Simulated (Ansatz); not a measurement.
The pair A = SiH4 (SMILES [SiH4]) (first 5 atoms), B = PH3 (SMILES P); geometry from B3LYP-D3(BJ)/def2-TZVP.
(charge 0, multiplicity 1):
```json
[
 {"atom": "Si", "x (Å)": "-0.2272", "y (Å)": "-0.0171", "z (Å)": "0.0045"},
 {"atom": "H", "x (Å)": "-0.5467", "y (Å)": "1.3454", "z (Å)": "0.4845"},
 {"atom": "H", "x (Å)": "-1.1557", "y (Å)": "-0.9899", "z (Å)": "0.6214"},
 {"atom": "H", "x (Å)": "1.1644", "y (Å)": "-0.3583", "z (Å)": "0.3739"},
 {"atom": "H", "x (Å)": "-0.3711", "y (Å)": "-0.0660", "z (Å)": "-1.4688"},
 {"atom": "P", "x (Å)": "0.1683", "y (Å)": "0.1178", "z (Å)": "4.0995"},
 {"atom": "H", "x (Å)": "0.8747", "y (Å)": "0.9822", "z (Å)": "3.2247"},
 {"atom": "H", "x (Å)": "0.4624", "y (Å)": "-1.0372", "z (Å)": "3.3307"},
 {"atom": "H", "x (Å)": "-1.0728", "y (Å)": "0.3370", "z (Å)": "3.4493"}
]
```

Frozen-core correlation. MP2 and its Hartree–Fock in aug-cc-pV(Q+d)Z, aug-cc-pV(T+d)Z are density fitted.

Codes used: Ansatz (a program for electronic structure) with Gaussian orbitals. Values without a source in brackets are computed.

The counterpoise-corrected interaction energy is E(AB) − E(A in the pair's basis) − E(B in the pair's basis). Total energies (hartree):

| level | AB | A in the pair's basis | B in the pair's basis |
|---|---|---|---|
| HF/aug-cc-pV(T+d)Z | -633.7528405 | -291.2638962 | -342.4903908 |
| MP2/aug-cc-pV(T+d)Z | -634.0750023 | -291.4096316 | -342.6639830 |
| HF/aug-cc-pV(Q+d)Z | -633.7599306 | -291.2676324 | -342.4937522 |
| MP2/aug-cc-pV(Q+d)Z | -634.1006322 | -291.4216023 | -342.6775468 |
| CCSD(T)/aug-cc-pV(T+d)Z | -634.1437157 | -291.4430206 | -342.6992644 |

### Question
Work out the counterpoise-corrected interaction energy at the basis-set limit: extrapolate the MP2 correlation part as X⁻³, take Hartree–Fock from the larger set, and add the CCSD(T) − MP2 difference of aug-cc-pV(T+d)Z.

### Answer

1. Differences (1 hartree = 627.509 kcal/mol): HF/aug-cc-pV(T+d)Z 0.908; MP2/aug-cc-pV(T+d)Z -0.871; HF/aug-cc-pV(Q+d)Z 0.912; MP2/aug-cc-pV(Q+d)Z -0.931; CCSD(T)/aug-cc-pV(T+d)Z -0.898.
2. Correlation parts, MP2 less HF: -1.778 in aug-cc-pV(T+d)Z (X = 3), -1.843 in aug-cc-pV(Q+d)Z (X = 4).
3. Limit (4³·(-1.843) − 3³·(-1.778))/(4³ − 3³) = -1.890; with HF/aug-cc-pV(Q+d)Z it gives -0.978.
4. CCSD(T) less MP2 in aug-cc-pV(T+d)Z: -0.027.
Result: -1.00 kcal/mol, against -0.87 at MP2/aug-cc-pV(T+d)Z. It is an estimate of this method's limit, not of the exact value.
